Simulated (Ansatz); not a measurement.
Relaxation of BrF2H5W (9 atoms, charge 0, multiplicity 1), to a largest force component of 0.03 eV/Å in at most 50 steps.

Method: RKS CAM-B3LYP-D4/def2-SVP (Ansatz).

```xyz
9
Properties=species:S:1:pos:R:3
W 0.232 0.239 -0.468
F 0.178 0.193 2.568
H 1.429 -0.637 0.292
H -0.661 1.416 0.302
H -1.341 -0.131 -0.013
H -0.109 -1.343 -0.021
F 0.277 0.296 -2.284
Br 1.930 1.962 0.363
H 0.812 0.868 2.620
```

Where does it end, and by what steps?

It converged. After 5 steps the energy has fallen by 0.231 eV; F2 moved furthest, 0.46 Å. Joined: W1–F2 (3.04 → 2.43 Å).

```
step  energy less start (eV)  largest force component (eV/Å)  accepted
   0                  0.0000                           0.506       yes
   1                 -0.0945                           0.353       yes
   2                 -0.1951                           0.293       yes
   3                 -0.2142                           0.479       yes
   4                 -0.2292                           0.122       yes
   5                 -0.2311                           0.027       yes
```

```xyz
9
Properties=species:S:1:pos:R:3
W 0.239 0.250 -0.317
F 0.158 0.166 2.111
H 1.457 -0.649 0.382
H -0.684 1.451 0.380
H -1.349 -0.121 0.084
H -0.102 -1.345 0.085
F 0.285 0.296 -2.135
Br 1.937 1.980 0.497
H 0.806 0.834 2.273
```

Whether the end is a true minimum wasn't checked by a vibrational analysis.

Run time: 17 s on 4 threads of Arm Neoverse V2 (shared host), peak memory 0.36 GiB.
